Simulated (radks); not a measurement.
Task: Numerical settings for neutral boron, [He] 2s2 2p1. Calculated with a radial shooting solver on a logarithmic mesh with Libxc functionals: non-relativistic Kohn-Sham, PBE, spin-unpolarised, spherical densities, point nucleus. The defaults (mesh step 0.008 in ln r, mesh end at 40 bohr or more with all orbitals vanishing there, Anderson mixing 0.5 over 9 steps, residual threshold near 1e-9 with the energy settled to 1e-9 hartree or 1e-11 of itself, here a cap of 87 iterations) give E = -24.5956 hartree and 2p at -3.609 eV in 13 iterations. Run on one thread of a shared host, so times are rough (Arm Neoverse V2): 0.04 s of CPU time, 0.04 s wall, 13 iterations on 2496 mesh points. One setting is changed at a time: mesh step in ln r 0.03; mesh step in ln r 0.003; mesh step in ln r 0.08; mesh end (bohr) 12; mesh end (bohr) 2; residual threshold 1e-05; residual threshold 1e-16; mixing 0.2; linear mixing, mixing 1; linear mixing, mixing 0.05; mixing history 2; iteration cap 2. Which runs fail to converge, and which converge to a wrong energy?

Result: Not converged within the cap: residual threshold 1e-16; linear mixing, mixing 1; linear mixing, mixing 0.05; iteration cap 2. Settled on a wrong energy, with an occupied level pushed above zero by the early mesh end: mesh end (bohr) 2 (+2.9 hartree). Apart from these: no run marked as converged misses the energy by more than 1 mhartree.
